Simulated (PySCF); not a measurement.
Geometries of 2 isomers of C2H7In, from PySCF 2.14.0, PBE0-D3(BJ)/def2-SVP geometry optimisation, gas phase, def2 core potentials past Kr. One conformer each, no zero-point energy, no frequencies.

Task: Which isomer lies lower at this level?
A.
```xyz
10
angstrom
In     0.809    1.496    0.580
H      2.551    1.507    0.596
H     -0.038    3.017    0.526
C     -0.285   -0.393    0.565
C     -0.471   -0.956   -0.842
H     -1.261   -0.227    1.047
H      0.268   -1.108    1.195
H     -1.019   -1.914   -0.830
H     -1.044   -0.274   -1.493
H      0.491   -1.150   -1.345
```
B.
```xyz
10
angstrom
In    -0.418   -0.717   -0.003
C      1.753   -0.712   -0.002
H      2.124   -0.236    0.919
H      2.128   -0.120   -0.852
H      2.167   -1.728   -0.066
C     -1.483    1.175    0.006
H     -1.273    1.723   -0.927
H     -1.133    1.802    0.841
H     -2.569    1.036    0.095
H     -1.296   -2.224   -0.011
```

Result: B. That is `[H][In]([CH3])[CH3]` (InMe2H), 6.5 kcal/mol below the other.

| SMILES | atoms numbered as above | E (Eh) | relative (kcal/mol) | relative (kJ/mol) | dipole (D) |
| --- | --- | --- | --- | --- | --- |
| [H][In]([CH3])[CH3] | – | -270.36441 | 0.0 | 0.0 | 0.63 |
| [H][In]([H])[CH2]C | – | -270.35400 | 6.5 | 27.3 | 0.82 |
